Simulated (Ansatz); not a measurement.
Ansatz (a first-principles code) input (BLYP/def2-TZVPD):

Ansatz 0.2 input:
```yaml
crystal:
  periodic: [false, false, false]
  atoms:
    - {symbol: Ga, position_ang: [-0.00000000, -0.00000000, -0.05077840]}
    - {symbol: H, position_ang: [0.00000000, 0.00000000, 1.57413054]}
basis:
  gaussian:
    orbitals: def2-TZVPD
hamiltonian:
  xc: {name: BLYP}
magnetization: {spin_polarized: true, initial_magnetization: 2}
output: {forces: true}
```

End of the output:

```
integrals: 0.01 GiB planned
427 factors; their error is unknown
mean field: 0.14 GiB planned
mean field evaluation 1: about -52392.0871 eV, gradient 2.1e1 eV
mean field evaluation 2: about -52390.4506 eV, gradient 3.3e1 eV
mean field evaluation 4: about -52393.1262 eV, gradient 4.0e-1 eV
mean field evaluation 8: about -52393.1084 eV, gradient 8.8e-3 eV
mean field evaluation 16: about -52393.1084 eV, gradient 2.8e-2 eV
mean field -52393.10835251 eV, -1925.4112186305 hartree, gradient 2.1e-5 eV, S^2 2.003586; 1 other end points of the search recorded, 0 dependent functions left out
the calculation of the forces begins
reference -52393.10857785 eV, -1925.4112269113 hartree; 17, 15 occupied and 46, 48 virtual orbitals, 427 factors
Total energy: -52393.10857785 eV, -1925.4112269113 hartree
Atom 0 at    -0.000000    -0.000000    -0.050778 Å, force     0.000000     0.000000    -0.183623 eV/Å
Atom 1 at     0.000000     0.000000     1.574131 Å, force     0.000000    -0.000000     0.183623 eV/Å
Dipole moment:     0.000000     0.000000    -0.031761 e Å
```

This is an excited triplet: at this geometry the singlet lies 2.01 eV lower at CCSD(T)/CBS(aug-cc-pVTZ,aug-cc-pVQZ).
